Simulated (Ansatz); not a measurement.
Be3S2. The state is a quintet with charge 0. Geometry r2SCAN-D4/def2-TZVP; atoms count from 1.

```tsv
atom	x (Å)	y (Å)	z (Å)
Be1	0.800	-1.171	1.541
Be2	0.251	0.216	-0.278
Be3	-2.091	0.059	-0.113
S4	-1.006	1.098	-1.448
S5	2.046	-0.202	0.298
```

At PBE0-D4/def2-TZVP a singlet of charge 0 lies 5.19 eV below the quintet, each at its own geometry. The structure comes from a short search, and lower isomers may exist.

Question: Estimate the Mulliken populations from the PBE0/def2-TZVP orbitals of Ansatz.

Answer: 
```json
{"atom": "Be1", "charge (e)": "-0.03", "spin (α − β)": "1.20"}
{"atom": "Be2", "charge (e)": "0.08", "spin (α − β)": "0.33"}
{"atom": "Be3", "charge (e)": "-0.03", "spin (α − β)": "1.20"}
{"atom": "S4", "charge (e)": "-0.02", "spin (α − β)": "0.63"}
{"atom": "S5", "charge (e)": "-0.02", "spin (α − β)": "0.63"}
```
Mulliken values and Mayer orders depend strongly on the basis.

Question: Where does the spin sit?

Answer: Summed by element: Be 2.74, S 1.26, of 4 unpaired in all. Largest on single atoms: Be1 1.20, Be3 1.20, S5 0.63.

Question: And the Mayer bond orders between bonded heavy atoms (over 0.3)?

Answer: Be1–S5 1.00 (2.01 Å); Be2–S4 1.04 (1.93 Å); Be2–S5 1.04 (1.93 Å); Be3–S4 1.00 (2.01 Å). Values over 0.3 also appear between atoms too far apart for a bond (Be1–Be2 0.33 at 2.35 Å; Be2–Be3 0.33 at 2.35 Å; S4–S5 0.32 at 3.75 Å); they arise where an orbital or an unpaired electron spreads over both atoms.
